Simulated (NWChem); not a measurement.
Molecule: benzotriazole (C6H5N3); SMILES n1n[nH]c2ccccc21

All runs: NWChem. Coordinates come from a PBE0/def2-SVP optimisation. Not confirmed as a minimum by frequencies. COSMO at M06-2X/def2-SVP, default radii, gas-phase geometry; f = (ε − 1)/ε scales the surface charges.

| row | f | electrostatic solvation energy (kcal/mol) |
|---|---|---|
| ε = 1.5 | 0.3333 | -3.09 |
| ε = 2.4 | 0.5833 | withheld |
| ε = 3.9 | 0.7436 | -7.47 |
| ε = 11.7 | 0.9145 | -9.52 |
| ε = 78.4 | 0.9872 | -10.45 |

### Question
Fit a straight line of the last column on the one before it, predict the withheld value, and compare with the run.

### Answer

1. Means of the 4 shown rows: x = 0.74465, y = -7.632. Slope Σ(x − x̄)(y − ȳ)/Σ(x − x̄)² = -2.873/0.2569 = -11.18; intercept 0.693.
2. The shown rows scatter about the line by 0.096 (root mean square); the largest residual is +0.15, at ε = 3.9.
3. At x = 0.5833 (ε = 2.4; inside the shown range) the line gives -5.83.
4. The run gives -5.67, +0.16 from the line, 1.7 times the scatter.
